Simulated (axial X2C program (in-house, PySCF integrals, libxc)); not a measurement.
## Outer orbitals of CuB⁺ at 1.901 Å, HF

Computed with an axial X2C code built on PySCF integrals. Spin-free means the one-electron spin-free X2C Hamiltonian; two-component (2c) means X2C with spin–orbit coupling and atomic mean-field two-electron Coulomb and Gaunt terms, so the difference of the two also holds small scalar two-electron terms. Basis: Cu dyall-cv3z [9s9p6d3f2g], B dyall-v3z [7s6p2d1f] (cores contracted in-house); Gaussian nuclei, density fitting, unrestricted open shells. Masses: Cu 62.930 u, B 11.009 u.

The distance is close to the 2c PBE0 minimum; the highest filled and lowest empty levels are listed.

Spin-free orbitals, state M_S = 1/2, Λ = 0 (beyond evenly filled blocks: σα) (Löwdin shares):

```json
{"symmetry": "σα", "occupied": "yes", "ε (eV)": "-23.33", "atomic character": "48% B s, 35% Cu d, 9% Cu p"}
{"symmetry": "σβ", "occupied": "yes", "ε (eV)": "-22.49", "atomic character": "68% Cu d, 21% B s, 4% B p"}
{"symmetry": "δ-β", "occupied": "yes", "ε (eV)": "-21.19", "atomic character": "100% Cu d"}
{"symmetry": "δ+β", "occupied": "yes", "ε (eV)": "-21.19", "atomic character": "100% Cu d"}
{"symmetry": "δ-α", "occupied": "yes", "ε (eV)": "-21.09", "atomic character": "100% Cu d"}
{"symmetry": "δ+α", "occupied": "yes", "ε (eV)": "-21.09", "atomic character": "100% Cu d"}
{"symmetry": "π+β", "occupied": "yes", "ε (eV)": "-21.06", "atomic character": "98% Cu d"}
{"symmetry": "π-β", "occupied": "yes", "ε (eV)": "-21.06", "atomic character": "98% Cu d"}
{"symmetry": "π+α", "occupied": "yes", "ε (eV)": "-20.93", "atomic character": "97% Cu d"}
{"symmetry": "π-α", "occupied": "yes", "ε (eV)": "-20.93", "atomic character": "97% Cu d"}
{"symmetry": "σα", "occupied": "yes", "ε (eV)": "-20.33", "atomic character": "58% Cu d, 24% B s, 9% B p"}
{"symmetry": "σβ", "occupied": "yes", "ε (eV)": "-18.82", "atomic character": "41% B s, 33% Cu d, 13% Cu s"}
{"symmetry": "σα", "occupied": "yes", "ε (eV)": "-16.20", "atomic character": "74% B p, 14% Cu s, 7% Cu d"}
{"symmetry": "π-α", "occupied": "no", "ε (eV)": "-5.28", "atomic character": "72% B p, 24% Cu p, 4% Cu d"}
{"symmetry": "π+α", "occupied": "no", "ε (eV)": "-5.28", "atomic character": "72% B p, 24% Cu p, 4% Cu d"}
{"symmetry": "σβ", "occupied": "no", "ε (eV)": "-5.25", "atomic character": "39% Cu s, 34% B p, 20% Cu p"}
{"symmetry": "π-β", "occupied": "no", "ε (eV)": "-4.86", "atomic character": "69% B p, 28% Cu p, 3% Cu d"}
{"symmetry": "π+β", "occupied": "no", "ε (eV)": "-4.86", "atomic character": "69% B p, 28% Cu p, 3% Cu d"}
```

Spinors with spin–orbit coupling (state Ω = 1/2):

```
   ω  occupied  ε (eV)             atomic character     λ mixture
 1/2       yes  -23.33   48% B s, 35% Cu d, 9% Cu p        100% σ
-1/2       yes  -22.51    69% Cu d, 20% B s, 4% B p   99% σ, 1% π
 3/2       yes  -21.38                    100% Cu d   93% δ, 7% π
-3/2       yes  -21.30                    100% Cu d  82% δ, 18% π
 1/2       yes  -21.16                     96% Cu d   97% π, 3% σ
-5/2       yes  -21.06                    100% Cu d        100% δ
-1/2       yes  -21.01                     96% Cu d   99% π, 1% σ
 5/2       yes  -20.96                    100% Cu d        100% δ
-3/2       yes  -20.93                     98% Cu d  82% π, 18% δ
 3/2       yes  -20.83                     97% Cu d   93% π, 7% δ
 1/2       yes  -20.31    60% Cu d, 23% B s, 9% B p   97% σ, 3% π
-1/2       yes  -18.82  41% B s, 33% Cu d, 13% Cu s        100% σ
 1/2       yes  -16.20   74% B p, 14% Cu s, 7% Cu d        100% σ
-1/2        no   -5.29   69% B p, 24% Cu p, 3% Cu d   93% π, 7% σ
 3/2        no   -5.27   72% B p, 24% Cu p, 4% Cu d        100% π
-1/2        no   -5.25  37% Cu s, 36% B p, 20% Cu p   93% σ, 7% π
 1/2        no   -4.86   69% B p, 28% Cu p, 3% Cu d        100% π
```

Mulliken charges and populations of the two-component result (they depend on the basis, above all on diffuse functions):

Cu 0.74 e (s 6.30 p 12.08 d 9.87), B 0.26 e (s 3.76 p 0.95 d 0.02). ⟨Lz⟩ = 0.00 ħ and ⟨Sz⟩ = 0.50 ħ (0.07 and 0.43 on the two atoms), which add up to Ω.

Occupations by symmetry block were frozen at the best pattern of an incomplete PBE0 search.
